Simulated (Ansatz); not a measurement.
Molecule: WO₃ (charge 0, singlet). 
Coordinates optimised at B3LYP-D3(BJ)/def2-TZVP (Ansatz, a first-principles code):
SMILES: [O]=[W](=[O])=[O]
```xyz
4

W     -0.0639    -0.1100    -0.0865
O      1.6332     0.0179    -0.3861
O     -0.2732    -0.4349     1.5978
O     -0.7687     1.4341    -0.4113
```
Charge 0, spin multiplicity 1.

Quantity: vertical electron affinity (to the doublet state of charge -1; a negative value means that the extra electron is unbound and the number depends on the basis; each state is the SCF solution reached for its spin; the molecule has degenerate orbitals, so one determinant may break the symmetry; for the singlet the Hartree-Fock reference is unstable and T1 is 0.032), in eV. Valence correlation only, unless marked. Open shells are spin-unrestricted. Spin-orbit coupling is left out. Frozen are the shells of the preceding noble gas and the d and f shells that filled before the atom's block. Past Kr the def2 sets carry scalar-relativistic core potentials. Anions need diffuse functions: def2-D sets add few. 

```
level              program  vertical electron affinity (eV)
-----------------  -------  -------------------------------
HF/def2-SVPD        Ansatz                             3.47
HF/def2-QZVPPD      Ansatz                             3.49
r2SCAN/def2-TZVPD   Ansatz                             3.12
PBE0/def2-TZVPD     Ansatz                             3.19
wB97X/def2-TZVPD    Ansatz                             3.22
CCSD/def2-SVPD      Ansatz                             3.15
```
